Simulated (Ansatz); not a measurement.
H7BSi2, SMILES `[SiH3]B[SiH3]` (charge 0, multiplicity 1).

Cartesian coordinates (Å):
SMILES: [SiH3]B[SiH3]
```xyz
10

Si     1.7454     0.2094    -0.0897
B     -0.0109    -0.6970    -0.4217
Si    -1.7387     0.0468     0.2693
H      2.7656    -0.0010    -1.1528
H      1.6170     1.6697     0.1686
H      2.2490    -0.4280     1.1668
H     -0.0283    -1.7146    -1.0521
H     -1.5703     0.9259     1.4585
H     -2.2402     0.8987    -0.8538
H     -2.7789    -0.9738     0.5719
```
Charge 0, multiplicity 1.

Frozen-core energies in 6-31g from Ansatz (a quantum-chemistry and plane-wave program) at a geometry from PBE0-D3(BJ)/def2-TZVP; the HF reference has <S^2> = 0.00 and the T1 diagnostic is 0.012.

| level | energy (Ha) | difference from CCSDTQ (mHa) |
|---|---|---|
| HF | -606.43749 | 216.45 |
| MP2 | -606.59863 | 55.31 |
| CCSD | -606.64877 | 5.16 |
| CCSD(T) | -606.65275 | 1.18 |
| CCSDT | -606.65378 | 0.15 |
| CCSDT(Q) | -606.65391 | 0.02 |
| CCSDTQ | -606.65394 | 0.00 |
